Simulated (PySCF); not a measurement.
## Bond curve of GeBi

Set-up: PySCF, scalar-relativistic core potentials, basis sets Ge cc-pVDZ-PP with ECP10, Bi cc-pVDZ-PP with ECP60. Energies in eV from Ge + Bi in their ground configurations at the same level. State: ²Π (doublet), unpaired electrons π ↑.

| R (Å) | UHF-CCSD | revPBE | UHF-CCSD(T) |
| --- | --- | --- | --- |
| 2.178 |  | -0.966 |  |
| 2.280 | -0.927 | -1.726 | -1.100 |
| 2.381 | -1.348 | -2.165 | -1.550 |
| 2.457 | -1.509 | -2.341 | -1.727 |
| 2.533 | -1.571 | -2.420 | -1.807 |
| 2.609 | -1.558 | -2.424 | -1.812 |
| 2.710 | -1.460 | -2.343 | -1.739 |
| 2.837 | -1.254 | -2.154 | -1.567 |
| 2.989 | -0.963 | -1.874 | -1.313 |
| 3.192 |  | -1.496 |  |

**Question.** Put a parabola through the three lowest points of the UHF-CCSD curve and estimate Re, k and ωe (reduced mass 54.61 u; 1 eV/Å² = 0.16022 mdyn/Å; ωe = 1302.8·√(k/μ) cm⁻¹).

**Answer.** Through R = 2.457, 2.533, 2.609 Å the second-order coefficient is 6.49 eV/Å², so Re ≈ 2.558 Å, k ≈ 2.08 mdyn/Å and ωe ≈ 254 cm⁻¹. A polynomial fit of higher order to the unrounded UHF-CCSD energies gives Re = 2.556 Å, k = 1.88 mdyn/Å, ωe = 242 cm⁻¹; anharmonicity and rounding make the difference.

The higher-order fit for each curve: UHF-CCSD: Re = 2.556 Å, ωe = 242 cm⁻¹, De = 1.57 eV; revPBE: Re = 2.575 Å, ωe = 235 cm⁻¹, De = 2.43 eV; UHF-CCSD(T): Re = 2.577 Å, ωe = 229 cm⁻¹, De = 1.82 eV.

Correlated steps freeze 8 core orbitals. Correlated levels converge slowly with the basis: in double zeta they bind strong bonds too weakly, by up to about 1 eV, and carry superposition errors of some tenths. ⟨S²⟩ of the unrestricted solution departs from its pure value on part of the curve, where spin states mix. These are scalar-relativistic numbers at best; spin–orbit coupling would shift them, the dissociation energy most. The state is the lowest determinant that a PBE0 search found; another state may lie lower at other levels.
